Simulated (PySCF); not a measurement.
C2H6OS, charge +1, doublet, geometry from GFN2-xTB (a state made from the parent by changing its charge; the spin is typed, not shown lowest); PySCF with R2SCAN/6-31G.

PySCF was given this input:
```python
from pyscf import gto, scf, dft

mol = gto.Mole()
mol.atom = '''
    C    -1.309560    0.641654   -0.781884
    S     0.005058   -0.416698   -0.079591
    C     1.544921    0.562567   -0.186408
    O    -0.289887   -0.665127    1.301266
    H    -2.257560    0.110577   -0.726319
    H    -1.067453    0.860843   -1.816880
    H    -1.374494    1.551658   -0.186786
    H     1.414877    1.474374    0.395107
    H     2.362136   -0.017419    0.237400
    H     1.748490    0.782823   -1.229443
'''
mol.basis = '6-31g'
mol.charge = 1
mol.spin = 1
mol.verbose = 4
mol.symmetry = True
mol.build()

mf = dft.UKS(mol)
mf.xc = 'r2scan'
mf.kernel()
mf.analyze()
```

Output, abridged:

```
PySCF version 2.14.0

[INPUT] verbose = 4
[INPUT] num. atoms = 10
[INPUT] num. electrons = 41
[INPUT] charge = 1
[INPUT] spin (= nelec alpha-beta = 2S) = 1
[INPUT] symmetry True subgroup None
[INPUT] Mole.unit = angstrom
[INPUT] Symbol           X                Y                Z      unit          X                Y                Z       unit  Magmom
[INPUT]  1 C     -1.309560000000   0.641654000000  -0.781884000000 AA   -2.474709743685   1.212550326732  -1.477546621179 Bohr   0.0
[INPUT]  2 S      0.005058000000  -0.416698000000  -0.079591000000 AA    0.009558234738  -0.787445096654  -0.150405191980 Bohr   0.0
[INPUT]  3 C      1.544921000000   0.562567000000  -0.186408000000 AA    2.919477574089   1.063097556718  -0.352260067428 Bohr   0.0
[INPUT]  4 O     -0.289887000000  -0.665127000000   1.301266000000 AA   -0.547807037072  -1.256907868054   2.459036355208 Bohr   0.0
[INPUT]  5 H     -2.257560000000   0.110577000000  -0.726319000000 AA   -4.266170109773   0.208960245676  -1.372543989068 Bohr   0.0
[INPUT]  6 H     -1.067453000000   0.860843000000  -1.816880000000 AA   -2.017193820845   1.626757506249  -3.433405601200 Bohr   0.0
[INPUT]  7 H     -1.374494000000   1.551658000000  -0.186786000000 AA   -2.597417219858   2.932208658990  -0.352974383903 Bohr   0.0
[INPUT]  8 H      1.414877000000   1.474374000000   0.395107000000 AA    2.673730029946   2.786163065179   0.746644019899 Bohr   0.0
[INPUT]  9 H      2.362136000000  -0.017419000000   0.237400000000 AA    4.463790108976  -0.032917139364   0.448620981972 Bohr   0.0
[INPUT] 10 H      1.748490000000   0.782823000000  -1.229443000000 AA    3.304167231541   1.479321074010  -2.323310555764 Bohr   0.0

nuclear repulsion = 184.103271554287
point group symmetry = Cs
symmetry origin: [-2.69960875e-07 -8.99869583e-08 -4.49934791e-08]
symmetry axis x: [ 0.10656043 -0.78159593 -0.61461588]
symmetry axis y: [ 0.17621791  0.62319559 -0.7619544 ]
symmetry axis z: [ 0.97856636 -0.02711214  0.2041392 ]
num. orbitals of irrep A' = 32
num. orbitals of irrep A" = 20
number of shells = 34
number of NR pGTOs = 136
number of NR cGTOs = 52
basis = 6-31g
ecp = {}

******** <class 'pyscf.dft.uks_symm.SymAdaptedUKS'> ********
method = SymAdaptedUKS
initial guess = minao
damping factor = 0
level_shift factor = 0
DIIS = <class 'pyscf.scf.diis.CDIIS'>
diis_start_cycle = 1
diis_space = 8
diis_damp = 0
SCF conv_tol = 1e-09
SCF conv_tol_grad = None
SCF max_cycles = 50
direct_scf = True
direct_scf_tol = 1e-13
number electrons alpha = 21  beta = 20
XC library pyscf.dft.libxc version 7.1.2
    S. Lehtola, C. Steigemann, M. J. T. Oliveira, and M. A. L. Marques,  SoftwareX 7, 1–5 (2018)
XC functionals = r2scan
    J. W. Furness, A. D. Kaplan, J. Ning, J. P. Perdew, and J. Sun,  J. Phys. Chem. Lett. 11, 8208–8215 (2020)
    J. W. Furness, A. D. Kaplan, J. Ning, J. P. Perdew, and J. Sun,  J. Phys. Chem. Lett. 11, 9248–9248 (2020)
    J. W. Furness, A. D. Kaplan, J. Ning, J. P. Perdew, and J. Sun,  J. Phys. Chem. Lett. 11, 8208–8215 (2020)
    J. W. Furness, A. D. Kaplan, J. Ning, J. P. Perdew, and J. Sun,  J. Phys. Chem. Lett. 11, 9248–9248 (2020)
radial grids:
    Treutler-Ahlrichs [JCP 102, 346 (1995); DOI:10.1063/1.469408] (M4) radial grids

becke partition: Becke, JCP 88, 2547 (1988); DOI:10.1063/1.454033
pruning grids: <function nwchem_prune>
grids dens level: 3
symmetrized grids: True
atomic radii adjust function: <function treutler_atomic_radii_adjust>
small_rho_cutoff = 0
Freeze 0 electrons in irreps []
    41 free electrons in irreps A' A"
Set gradient conv threshold to 3.16228e-05
tot grids = 120048
init E= -553.434659549202

cycle= 1 E= -552.359147807067  delta_E= 1.08  |g|= 0.642  |ddm|= 2.22
cycle= 2 E= -550.629603099682  delta_E= 1.73  |g|= 1.97  |ddm|= 3.69
cycle= 3 E= -552.530817770119  delta_E= -1.9  |g|= 0.28  |ddm|=  3.3
cycle= 4 E= -552.571782989808  delta_E= -0.041  |g|= 0.155  |ddm|= 0.515
cycle= 5 E= -552.582704563415  delta_E= -0.0109  |g|= 0.0454  |ddm|= 0.152
cycle= 6 E= -552.58367137002  delta_E= -0.000967  |g|= 0.0103  |ddm|= 0.062
cycle= 7 E= -552.583728547098  delta_E= -5.72e-05  |g|= 0.00233  |ddm|= 0.0174
cycle= 8 E= -552.583731986017  delta_E= -3.44e-06  |g|= 0.000779  |ddm|= 0.00327
cycle= 9 E= -552.58373228477  delta_E= -2.99e-07  |g|= 0.000137  |ddm|= 0.00104
cycle= 10 E= -552.583732297887  delta_E= -1.31e-08  |g|= 3.04e-05  |ddm|= 0.000261
cycle= 11 E= -552.583732298393  delta_E= -5.06e-10  |g|= 2.03e-06  |ddm|= 5.15e-05
Extra cycle  E= -552.5837322984  delta_E= -6.71e-12  |g|= 1.38e-06  |ddm|= 5.63e-06
converged SCF energy = -552.5837322984  <S^2> = 0.75286447  2S+1 = 2.0028624
**** SCF Summaries ****
Total Energy =                        -552.583732298399582
Nuclear Repulsion Energy =             184.103271554286721
One-electron Energy =                -1113.088685538372374
Two-electron Energy =                  376.401681685686128
Two-electron Coulomb Energy =          423.397646900559039
DFT Exchange-Correlation Energy =      -46.995965214872911
Wave-function symmetry = A'
alpha occupancy for each irrep:     A'   A"
                                    14    7
beta  occupancy for each irrep:     A'   A"
                                    13    7
**** MO energy ****
alpha MO #1 (A' #1), energy= -88.9356212403983 occ= 1
alpha MO #2 (A' #2), energy= -19.2687990903449 occ= 1
alpha MO #3 (A" #1), energy= -10.3064104573843 occ= 1
alpha MO #4 (A' #3), energy= -10.3063935970781 occ= 1
alpha MO #5 (A' #4), energy= -8.25546451324004 occ= 1
alpha MO #6 (A' #5), energy= -6.20196116649585 occ= 1
alpha MO #7 (A" #2), energy= -6.19583198523743 occ= 1
alpha MO #8 (A' #6), energy= -6.19332358350706 occ= 1
alpha MO #9 (A' #7), energy= -1.36594713215672 occ= 1
alpha MO #10 (A' #8), energy= -1.03026160365339 occ= 1
alpha MO #11 (A" #3), energy= -0.939360442469513 occ= 1
alpha MO #12 (A' #9), energy= -0.823879115033493 occ= 1
alpha MO #13 (A' #10), energy= -0.71216355188066 occ= 1
alpha MO #14 (A" #4), energy= -0.701946774556113 occ= 1
alpha MO #15 (A' #11), energy= -0.681790222266667 occ= 1
alpha MO #16 (A' #12), energy= -0.627059422523435 occ= 1
alpha MO #17 (A" #5), energy= -0.624630942567533 occ= 1
alpha MO #18 (A' #13), energy= -0.609976745429666 occ= 1
alpha MO #19 (A" #6), energy= -0.604703122042632 occ= 1
alpha MO #20 (A" #7), energy= -0.52622849910524 occ= 1
alpha MO #21 (A' #14), energy= -0.49602543582182 occ= 1
alpha MO #22 (A' #15), energy= -0.21160689794261 occ= 0
alpha MO #23 (A" #8), energy= -0.194898567247466 occ= 0
alpha MO #24 (A' #16), energy= -0.183413875170493 occ= 0
alpha MO #25 (A' #17), energy= -0.105101159463514 occ= 0
alpha MO #26 (A' #18), energy= -0.0649190870780794 occ= 0
alpha MO #27 (A' #19), energy= -0.0578986638341652 occ= 0
alpha MO #28 (A" #9), energy= -0.0472211987268381 occ= 0
alpha MO #29 (A" #10), energy= -0.0345942193887354 occ= 0
alpha MO #30 (A" #11), energy= -0.0257420896701241 occ= 0
alpha MO #31 (A' #20), energy= 0.111400550508824 occ= 0
alpha MO #32 (A" #12), energy= 0.157232573016953 occ= 0
alpha MO #33 (A' #21), energy= 0.193808298935747 occ= 0
alpha MO #34 (A' #22), energy= 0.237350944134433 occ= 0
alpha MO #35 (A' #23), energy= 0.267022483684543 occ= 0
alpha MO #36 (A" #13), energy= 0.328528984603998 occ= 0
alpha MO #37 (A' #24), energy= 0.378027471117127 occ= 0
alpha MO #38 (A" #14), energy= 0.41406464163892 occ= 0
alpha MO #39 (A' #25), energy= 0.449739465641665 occ= 0
alpha MO #40 (A" #15), energy= 0.553298023879721 occ= 0
alpha MO #41 (A' #26), energy= 0.694034885564529 occ= 0
alpha MO #42 (A' #27), energy= 0.716088240878313 occ= 0
alpha MO #43 (A' #28), energy= 0.733936232258147 occ= 0
alpha MO #44 (A" #16), energy= 0.737556671199335 occ= 0
alpha MO #45 (A' #29), energy= 0.750064907187117 occ= 0
alpha MO #46 (A" #17), energy= 0.771155558782218 occ= 0
alpha MO #47 (A" #18), energy= 0.783962702624001 occ= 0
alpha MO #48 (A' #30), energy= 0.788444763052767 occ= 0
alpha MO #49 (A" #19), energy= 0.820032161803913 occ= 0
alpha MO #50 (A' #31), energy= 0.988905424464579 occ= 0
alpha MO #51 (A" #20), energy= 1.00420004530607 occ= 0
alpha MO #52 (A' #32), energy= 1.34611953476784 occ= 0
beta  MO #1 (A' #1), energy= -88.9337506529951 occ= 1
beta  MO #2 (A' #2), energy= -19.2493215848011 occ= 1
beta  MO #3 (A" #1), energy= -10.305103480887 occ= 1
beta  MO #4 (A' #3), energy= -10.3050867661267 occ= 1
beta  MO #5 (A' #4), energy= -8.25422769602436 occ= 1
beta  MO #6 (A' #5), energy= -6.2009831020752 occ= 1
beta  MO #7 (A" #2), energy= -6.19478635290715 occ= 1
beta  MO #8 (A' #6), energy= -6.18867725955412 occ= 1
beta  MO #9 (A' #7), energy= -1.33671541161818 occ= 1
beta  MO #10 (A' #8), energy= -1.01603697216215 occ= 1
beta  MO #11 (A" #3), energy= -0.934741410761961 occ= 1
beta  MO #12 (A' #9), energy= -0.809685045630873 occ= 1
beta  MO #13 (A" #4), energy= -0.694651262193198 occ= 1
beta  MO #14 (A' #10), energy= -0.68286395028231 occ= 1
beta  MO #15 (A' #11), energy= -0.667177291087496 occ= 1
beta  MO #16 (A" #5), energy= -0.622276763369543 occ= 1
beta  MO #17 (A' #12), energy= -0.616636103781234 occ= 1
beta  MO #18 (A" #6), energy= -0.603164010610615 occ= 1
beta  MO #19 (A' #13), energy= -0.583892731021117 occ= 1
beta  MO #20 (A" #7), energy= -0.508975915397894 occ= 1
beta  MO #21 (A' #14), energy= -0.424320581243558 occ= 0
beta  MO #22 (A' #15), energy= -0.197107513799742 occ= 0
beta  MO #23 (A" #8), energy= -0.181702204321054 occ= 0
beta  MO #24 (A' #16), energy= -0.168168695046252 occ= 0
beta  MO #25 (A' #17), energy= -0.10147784943038 occ= 0
beta  MO #26 (A' #18), energy= -0.0616212979208326 occ= 0
beta  MO #27 (A' #19), energy= -0.0539129860876886 occ= 0
beta  MO #28 (A" #9), energy= -0.0441744396970629 occ= 0
beta  MO #29 (A" #10), energy= -0.0324948227736179 occ= 0
beta  MO #30 (A" #11), energy= -0.0228723617823017 occ= 0
beta  MO #31 (A' #20), energy= 0.13634106719978 occ= 0
beta  MO #32 (A" #12), energy= 0.163516556899161 occ= 0
beta  MO #33 (A' #21), energy= 0.205022601778973 occ= 0
beta  MO #34 (A' #22), energy= 0.245750134394015 occ= 0
beta  MO #35 (A' #23), energy= 0.275250194550318 occ= 0
beta  MO #36 (A" #13), energy= 0.330811926694379 occ= 0
beta  MO #37 (A' #24), energy= 0.385880114466553 occ= 0
beta  MO #38 (A" #14), energy= 0.421206679300204 occ= 0
beta  MO #39 (A' #25), energy= 0.453749282879991 occ= 0
beta  MO #40 (A" #15), energy= 0.554606259549718 occ= 0
beta  MO #41 (A' #26), energy= 0.699397375339553 occ= 0
beta  MO #42 (A' #27), energy= 0.727797938827529 occ= 0
beta  MO #43 (A" #16), energy= 0.739390925353151 occ= 0
beta  MO #44 (A' #28), energy= 0.742675867742797 occ= 0
beta  MO #45 (A' #29), energy= 0.763051804741587 occ= 0
beta  MO #46 (A" #17), energy= 0.774765481387194 occ= 0
beta  MO #47 (A" #18), energy= 0.787367651012476 occ= 0
beta  MO #48 (A" #19), energy= 0.827680146563619 occ= 0
beta  MO #49 (A' #30), energy= 0.843758764219946 occ= 0
beta  MO #50 (A' #31), energy= 0.996020639022706 occ= 0
beta  MO #51 (A" #20), energy= 1.00810617608455 occ= 0
beta  MO #52 (A' #32), energy= 1.38111424612152 occ= 0
 ** Mulliken pop alpha/beta on meta-lowdin orthogonal AOs **
 ** Mulliken pop       alpha | beta **
In total            21.00000 | 20.00000
 ** Mulliken atomic charges   ( Nelec_alpha | Nelec_beta ) **
charge of  0C =     -0.41755  (     3.23447      3.18308 )
charge of  1S =      1.09864  (     7.57095      7.33041 )
charge of  2C =     -0.41755  (     3.23447      3.18308 )
charge of  3O =     -0.40925  (     4.52063      3.88862 )
charge of  4H =      0.19772  (     0.39997      0.40231 )
charge of  5H =      0.18864  (     0.40449      0.40686 )
charge of  6H =      0.18650  (     0.41527      0.39823 )
charge of  7H =      0.18650  (     0.41527      0.39823 )
charge of  8H =      0.19772  (     0.39997      0.40231 )
charge of  9H =      0.18864  (     0.40449      0.40686 )

WARN: System has nonzero charge 1; the dipole moment is origin-dependent.
Location of origin: [0. 0. 0.]

Dipole moment(X, Y, Z, Debye):  0.68814,  2.00602, -3.03224
```
